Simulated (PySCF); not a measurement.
# Two-photon absorption: SMILES C1(=C\C=C)/C=CC(C(C)=O)=C1, C$_{10}$H$_{10}$O

Geometry (Å), atoms numbered from 1 in this order:
```xyz
21

C    -4.447    0.261    0.297
C    -3.107    0.362    0.320
C    -2.237   -0.613   -0.289
C    -0.876   -0.569   -0.301
C     0.003   -1.562   -0.921
C     1.286   -1.169   -0.721
C     1.283    0.093    0.035
C     2.451    0.889    0.479
C     3.820    0.362    0.127
O     2.306    1.921    1.100
C    -0.011    0.448    0.284
H    -5.085    1.013    0.766
H    -4.943   -0.582   -0.194
H    -2.639    1.217    0.819
H    -2.725   -1.461   -0.784
H    -0.342   -2.453   -1.445
H     2.179   -1.694   -1.061
H     3.968   -0.643    0.552
H     3.928    0.268   -0.966
H     4.586    1.044    0.516
H    -0.314    1.341    0.828
```

Level of theory: PySCF, TDDFT CAM-B3LYP/def2-SVPD excited states, vertical, gas phase. Geometry: PBE0-D3(BJ)/def2-SVP.

Q: Give the one- and two-photon strengths of the lowest singlets.

A: δ for parallel linear polarisation; σ at the peak of a Lorentzian of half width 0.1 eV, single beam; Ω is circular over linear.
| state | E (eV) | f | photon λ (nm) | δ (au) | σ (GM) | Ω | main |
| --- | --- | --- | --- | --- | --- | --- | --- |
| S1 | 3.08 | 0.002 | 804 | 3.14 | 0.01 | 0.62 | HOMO→LUMO 0.99 |
| S2 | 3.65 | 0.000 | 680 | <0.1 | 0.00 | – | HOMO−2→LUMO 0.67, HOMO−2→LUMO+1 0.29 |
| S3 | 4.19 | 0.865 | 591 | 408 | 2.63 | 0.44 | HOMO−1→LUMO 0.96 |
| S4 | 5.42 | 0.000 | 457 | 0.8 | 0.01 | 1.17 | HOMO−2→LUMO+1 0.53, HOMO−2→LUMO 0.30 |
| S5 | 5.45 | 0.265 | 455 | 1110 | 12.06 | 0.91 | HOMO→LUMO+1 0.90 |
| S6 | 6.04 | 0.000 | 411 | 0.51 | 0.01 | 1.50 | HOMO−4→LUMO 0.95 |

Among these, the strongest one-photon state is S3, the strongest two-photon state S5, with a dipole change of 3.6 D (relaxed, norm of the difference vector).
